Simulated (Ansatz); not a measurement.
`O=P(O)(O)CCCCc1ccc(-c2ccc(-c3cccs3)s2)s1` with charge +1. Total charge 1; doublet. Geometry r2SCAN-D4/def2-SVP; atoms count from 1.

```xyz
40

O    -4.7321    4.8499   -2.8682
P    -3.9701    3.5973   -3.1015
O    -4.7891    2.4167   -3.8702
O    -2.6227    3.8100   -4.0001
C    -3.3465    2.6987   -1.6626
C    -2.9510    1.2357   -1.8773
C    -1.8238    1.0207   -2.8841
C    -1.4464   -0.4654   -3.0374
C    -0.9550   -1.0937   -1.7815
C    -1.5324   -2.1367   -1.0483
C    -0.8256   -2.4649    0.1098
C     0.3263   -1.6717    0.2946
C     1.2581   -1.7559    1.3538
C     1.2179   -2.6385    2.4612
C     2.2821   -2.4770    3.3319
C     3.1876   -1.4655    2.9317
C     4.3723   -1.0642    3.6002
C     4.8817   -1.5752    4.8084
C     6.0792   -0.9592    5.1989
C     6.4922    0.0168    4.3005
S     5.4202    0.1906    2.9762
S     2.6644   -0.7247    1.4409
S     0.4853   -0.5145   -1.0087
H    -5.5110    2.7899   -4.4004
H    -2.6475    4.6840   -4.4216
H    -2.5033    3.2943   -1.2722
H    -4.1540    2.7690   -0.9149
H    -3.8408    0.6713   -2.2054
H    -2.6568    0.8167   -0.8971
H    -0.9307    1.6031   -2.5916
H    -2.1163    1.3971   -3.8766
H    -0.6705   -0.5596   -3.8184
H    -2.3195   -1.0425   -3.3835
H    -2.4498   -2.6327   -1.3716
H    -1.1229   -3.2523    0.8044
H     0.4206   -3.3693    2.6034
H     2.4217   -3.0671    4.2386
H     4.3889   -2.3661    5.3760
H     6.6356   -1.2090    6.1038
H     7.3836    0.6440    4.3589
```

Single mean-field runs in def2-TZVP are fitted with def2-universal-jkfit.

Problem. Estimate the Mulliken populations of the heavy atoms from the PBE0/def2-TZVP orbitals of Ansatz.

Solution. 
| atom | charge (e) | spin (α − β) |
| --- | --- | --- |
| O1 | -0.50 | 0.00 |
| P2 | 0.69 | 0.00 |
| O3 | -0.46 | 0.00 |
| O4 | -0.47 | 0.00 |
| C5 | -0.28 | 0.00 |
| C6 | -0.20 | 0.00 |
| C7 | -0.29 | 0.01 |
| C8 | -0.19 | -0.02 |
| C9 | 0.03 | 0.23 |
| C10 | -0.12 | -0.03 |
| C11 | -0.19 | 0.14 |
| C12 | 0.08 | 0.04 |
| C13 | 0.17 | 0.15 |
| C14 | -0.17 | 0.07 |
| C15 | -0.16 | 0.03 |
| C16 | 0.21 | 0.19 |
| C17 | 0.02 | 0.00 |
| C18 | -0.19 | 0.14 |
| C19 | -0.13 | -0.05 |
| C20 | -0.14 | 0.21 |
| S21 | 0.11 | -0.01 |
| S22 | 0.07 | -0.05 |
| S23 | 0.07 | -0.03 |
Mulliken values depend strongly on the basis.

Problem. Where does the spin sit?

Solution. Summed by element: O 0.00, P 0.00, C 1.11, S -0.09, H -0.02, of 1 unpaired in all. Largest on single atoms: C9 0.23, C20 0.21, C16 0.19.

Problem. And the Mayer bond orders between heavy atoms (over 0.3)?

Solution. O1–P2 2.07 (1.48 Å); P2–O3 1.16 (1.63 Å); P2–O4 1.15 (1.63 Å); P2–C5 0.96 (1.81 Å); C5–C6 0.99 (1.53 Å); C6–C7 1.02 (1.53 Å); C7–C8 0.95 (1.54 Å); C8–C9 0.97 (1.49 Å); C9–C10 1.42 (1.40 Å); C9–S23 1.27 (1.73 Å); C10–C11 1.43 (1.40 Å); C11–C12 1.35 (1.41 Å); C12–C13 1.09 (1.41 Å); C12–S23 1.24 (1.75 Å); C13–C14 1.29 (1.42 Å); C13–S22 1.25 (1.75 Å); C14–C15 1.52 (1.38 Å); C15–C16 1.30 (1.42 Å); C16–C17 1.08 (1.42 Å); C16–S22 1.25 (1.74 Å); C17–C18 1.37 (1.41 Å); C17–S21 1.27 (1.75 Å); C18–C19 1.43 (1.40 Å); C19–C20 1.54 (1.39 Å); C20–S21 1.30 (1.71 Å).
